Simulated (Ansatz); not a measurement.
Bonds to the group Y in Y-Te(OH). Isolated molecules, 0 K electronic values unless said otherwise. Each species was relaxed from one start; no search for lower structures was made at this level. In the def2 sets, heavy atoms carry core potentials. Strings in code marks are SMILES.

Method: Ansatz (a first-principles code) with PBE-D3(BJ)/def2-TZVP // B3LYP-D3(BJ)/def2-SVP. All candidates: neutral, multiplicity 1. 

```
Quantity                                    Value
---------------------------------------  --------
vertical ionisation energy (Delta-SCF)    7.90 eV
hole reorganisation energy (four-point)  0.614 eV
LUMO                                     -2.45 eV
```

**Question.** Identify which member has these values.
A) `O[Te]c1ccccc1` (H–O–Te–C torsion 87°, O–Te–C–C torsion 9°)
B) `C=CCC[Te]O`
C) `CC(C)[Te]O` (C–C–Te–O torsion -42°, C–Te–O–H torsion 94°)
D) `C[Te]O` (C–Te–O–H torsion 91°)

**Answer.** C, `CC(C)[Te]O` (C–C–Te–O torsion -42°, C–Te–O–H torsion 94°). The others give `C=CCC[Te]O`: 7.87 eV, 0.548 eV, -2.55 eV; `C[Te]O` (C–Te–O–H torsion 91°): 8.13 eV, 0.596 eV, -2.47 eV; `O[Te]c1ccccc1` (H–O–Te–C torsion 87°, O–Te–C–C torsion 9°): 7.56 eV, 0.456 eV, -2.74 eV
